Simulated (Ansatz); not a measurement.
Isomers of In₄Se₆ (singlet), relaxed with PBE-D4/def2-SVP; total energies from Ansatz at PBE0-D4/def2-SVP.

```json
{"isomer": "A", "description": "point group not assigned; 9 × In–Se 2.55 to 3.03 Å; 3 × Se–Se 2.37 to 2.38 Å", "energy (Eh)": "-15166.86306"}
{"isomer": "B", "description": "point group not assigned; 11 × In–Se 2.52 to 3.12 Å; 3 × Se–Se 2.39 to 2.42 Å", "energy (Eh)": "-15166.85241"}
```

In the def2 sets In takes a core potential; there is no spin–orbit coupling.

The isomers come from a short search, and lower ones may exist.

Work out the relative energies (1 Eh = 2625.5 kJ/mol) and the Boltzmann populations at 1200 K from electronic energies alone (R = 8.314 J/mol/K).

ΔE: A 0.0, B 28.0 kJ/mol. RT = 9.98 kJ/mol. Factors exp(−ΔE/RT): A 1, B 0.0605; sum 1.060. Populations: A 94.3 %, B 5.7 %. Zero-point energy, vibrational entropy and symmetry numbers are left out and can shift these; an error of 4 kJ/mol changes a ratio by a factor of 1.5. Over the other density-functional and correlated levels in def2 sets, the gap between A and B ranges from 21 to 26 kJ/mol.
